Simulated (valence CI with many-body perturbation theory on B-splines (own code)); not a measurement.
**Forbidden lines of Ho²⁶⁺**

Method: relativistic CI+MBPT: five valence electrons over a frozen Dirac-Fock core [Kr], a basis of 7 s, 7 p, 8 d, 6 f, 4 g, 1 h functions for each j, with the one-electron correlation potential Σ1 (screened to all orders), the two-electron term Σ2, the three-electron term Σ3, Breit, model QED; selected single and double excitations, second order for the rest (own B-spline code, finite nucleus).

The last digits are not significant, and no measured levels were compared; by estimate large intervals hold to a few tenths of a per cent, small ones and those within an open d or f shell to about a per cent. Only levels of the ground parity were solved; by the run's estimate the other parity begins above the list, which can be wrong where configurations are misplaced.

Lines 1 to 50 of 120 in falling wavelength, among levels below 46.499 eV, chosen from the decays that carry over 1 % of a level's rate. Wavelengths and rates use the calculated energies. Electric multipoles are in the length gauge, E1 and E2 with the static RPA response of the core. Weak lines are less certain than strong ones. Lines between different terms over intervals too small for the method are left out, as are lines whose strength nearly cancels. Branching is blank where the lifetime is uncertain.

Levels are named by their leading jj configuration (3d3/2^4 stands for four electrons in 3d with j = 3/2), which in mixed levels can hold well under half, so a name can repeat and another be missing. Letters in brackets count levels of one name in rising energy.

```tsv
λ vac (nm)	Upper	Lower	Type	A (s⁻¹)	Branch %
1638	(4d3/2^3 4d5/2^2) J=11/2	(4d3/2^3 4d5/2^2) J=7/2 [a]	E2	1.83e-07	
1185	(4d3/2^3 4d5/2^2) J=9/2	(4d3/2^3 4d5/2^2) J=11/2	M1	7.79e+00	14.3
690.2	(4d3/2^2 4d5/2^3) J=13/2	(4d3/2^2 4d5/2^3) J=11/2	M1	2.11e+01	1.7
687.7	(4d3/2^3 4d5/2^2) J=9/2	(4d3/2^3 4d5/2^2) J=7/2 [a]	M1	4.60e+01	84.3
646.3	(4d3/2^3 4d5/2^2) J=5/2 [b]	(4d3/2^3 4d5/2^2) J=3/2 [a]	M1	4.34e+01	1.8
611.3	(4d3/2^3 4d5/2^2) J=7/2 [b]	(4d3/2^3 4d5/2^2) J=5/2 [b]	M1	4.26e+01	7.4
487.5	(4d3/2^3 4d5/2^2) J=1/2	(4d3/2^3 4d5/2^2) J=3/2 [a]	M1	2.89e+02	99.2
359.1	(4d3/2^2 4d5/2^3) J=5/2 [b]	(4d3/2^3 4d5/2^2) J=3/2 [b]	M1	1.64e+02	1.6
324.7	(4d3/2^3 4d5/2^2) J=7/2 [a]	(4d3/2^3 4d5/2^2) J=5/2 [a]	M1	4.10e+02	12.3
296.6	(4d3/2^2 4d5/2^3) J=3/2 [a]	(4d3/2^2 4d5/2^3) J=5/2 [a]	M1	3.54e+02	1.8
293.7	(4d3/2^2 4d5/2^3) J=7/2 [b]	(4d3/2^2 4d5/2^3) J=9/2 [a]	M1	5.74e+01	1.6
290.4	(4d3/2^2 4d5/2^3) J=3/2 [b]	(4d3/2^2 4d5/2^3) J=3/2 [a]	M1	1.20e+02	2.1
287.5	(4d3/2^3 4d5/2^2) J=7/2 [b]	(4d3/2^3 4d5/2^2) J=7/2 [a]	M1	1.54e+02	26.6
258.5	(4d3/2^2 4d5/2^3) J=9/2 [c]	(4d3/2^2 4d5/2^3) J=7/2 [b]	M1	7.90e+01	1.4
251.6	(4d3/2^3 4d5/2^2) J=3/2 [b]	(4d3/2^3 4d5/2^2) J=1/2	M1	1.03e+02	3.9
237.8	(4d3/2^2 4d5/2^3) J=9/2 [a]	(4d3/2^3 4d5/2^2) J=7/2 [b]	M1	5.83e+02	10.8
232.9	(4d3/2^2 4d5/2^3) J=9/2 [c]	(4d3/2^2 4d5/2^3) J=9/2 [b]	M1	7.59e+02	13.6
229.7	(4d3/2^2 4d5/2^3) J=7/2 [b]	(4d3/2^2 4d5/2^3) J=7/2 [a]	M1	2.74e+02	7.6
228.4	(4d3/2^2 4d5/2^3) J=1/2 [b]	(4d3/2^2 4d5/2^3) J=3/2 [a]	M1	6.18e+02	4.8
223.3	(4d3/2^3 4d5/2^2) J=3/2 [b]	(4d3/2^3 4d5/2^2) J=5/2 [b]	M1	2.49e+02	9.3
214.0	(4d3/2^2 4d5/2^3) J=5/2 [c]	(4d3/2^2 4d5/2^3) J=7/2 [a]	M1	1.75e+02	1.3
204.4	(4d3/2^2 4d5/2^3) J=7/2 [a]	(4d3/2^3 4d5/2^2) J=5/2 [b]	M1	1.25e+03	16.2
203.2	(4d3/2^3 4d5/2^2) J=5/2 [b]	(4d3/2^3 4d5/2^2) J=5/2 [a]	M1	2.38e+03	97.9
196.6	(4d3/2^2 4d5/2^3) J=5/2 [c]	(4d3/2^3 4d5/2^2) J=3/2 [b]	M1	1.54e+03	11.3
189.4	(4d3/2^2 4d5/2^3) J=7/2 [a]	(4d3/2^3 4d5/2^2) J=9/2	M1	1.93e+03	24.9
189.0	(4d3/2^2 4d5/2^3) J=5/2 [a]	(4d3/2^3 4d5/2^2) J=7/2 [a]	M1	1.45e+03	8.8
188.8	(4d3/2^3 4d5/2^2) J=5/2 [a]	(4d3/2^4 4d5/2) J=5/2	M1	5.54e+03	100.0
187.0	(4d3/2 4d5/2^4) J=7/2 [a]	(4d3/2^2 4d5/2^3) J=5/2 [c]	M1	9.47e+02	4.2
177.7	(4d3/2^2 4d5/2^3) J=5/2 [b]	(4d3/2^3 4d5/2^2) J=7/2 [b]	M1	9.25e+02	9.1
175.8	(4d3/2^2 4d5/2^3) J=1/2 [a]	(4d3/2^3 4d5/2^2) J=1/2	M1	4.08e+03	40.8
174.9	(4d3/2^2 4d5/2^3) J=11/2	(4d3/2^3 4d5/2^2) J=9/2	M1	8.39e+02	14.9
172.9	(4d3/2^2 4d5/2^3) J=3/2 [b]	(4d3/2^3 4d5/2^2) J=3/2 [b]	M1	7.14e+01	1.3
167.0	(4d3/2 4d5/2^4) J=5/2 [a]	(4d3/2^2 4d5/2^3) J=3/2 [a]	M1	1.60e+03	4.8
165.9	(4d3/2^3 4d5/2^2) J=3/2 [b]	(4d3/2^3 4d5/2^2) J=3/2 [a]	M1	5.22e+02	19.5
164.2	(4d3/2 4d5/2^4) J=7/2 [a]	(4d3/2^2 4d5/2^3) J=9/2 [b]	M1	1.17e+03	5.2
163.5	(4d3/2^2 4d5/2^3) J=5/2 [c]	(4d3/2^2 4d5/2^3) J=5/2 [a]	M1	2.35e+02	1.7
158.7	(4d3/2 4d5/2^4) J=3/2 [a]	(4d3/2^2 4d5/2^3) J=5/2 [c]	M1	7.28e+02	2.7
158.3	(4d3/2^2 4d5/2^3) J=3/2 [a]	(4d3/2^3 4d5/2^2) J=1/2	M1	5.48e+02	2.8
152.4	(4d3/2^2 4d5/2^3) J=11/2	(4d3/2^3 4d5/2^2) J=11/2	M1	4.80e+03	85.1
148.5	(4d3/2^2 4d5/2^3) J=7/2 [a]	(4d3/2^3 4d5/2^2) J=7/2 [a]	M1	2.71e+03	35.0
146.7	(4d3/2^2 4d5/2^3) J=3/2 [b]	(4d3/2^2 4d5/2^3) J=5/2 [a]	M1	6.61e+02	11.8
146.6	(4d3/2^2 4d5/2^3) J=3/2 [a]	(4d3/2^3 4d5/2^2) J=5/2 [b]	M1	2.09e+03	10.5
146.6	(4d3/2 4d5/2^4) J=11/2	(4d3/2^2 4d5/2^3) J=9/2 [b]	M1	1.23e+03	6.2
141.4	(4d3/2^2 4d5/2^3) J=9/2 [a]	(4d3/2^3 4d5/2^2) J=11/2	M1	1.93e+03	35.6
139.2	(4d3/2^2 4d5/2^3) J=9/2 [b]	(4d3/2^3 4d5/2^2) J=7/2 [b]	M1	1.09e+03	7.6
137.7	(4d3/2^2 4d5/2^3) J=5/2 [b]	(4d3/2^3 4d5/2^2) J=5/2 [b]	M1	4.95e+03	48.5
131.4	(4d3/2^2 4d5/2^3) J=7/2 [b]	(4d3/2^3 4d5/2^2) J=7/2 [b]	M1	9.63e+02	26.8
130.7	(4d3/2 4d5/2^4) J=7/2 [a]	(4d3/2^2 4d5/2^3) J=5/2 [b]	M1	3.55e+03	15.8
130.2	(4d3/2^2 4d5/2^3) J=9/2 [a]	(4d3/2^3 4d5/2^2) J=7/2 [a]	M1	2.85e+03	52.8
129.2	(4d3/2^2 4d5/2^3) J=1/2 [a]	(4d3/2^3 4d5/2^2) J=3/2 [a]	M1	5.85e+03	58.5
```
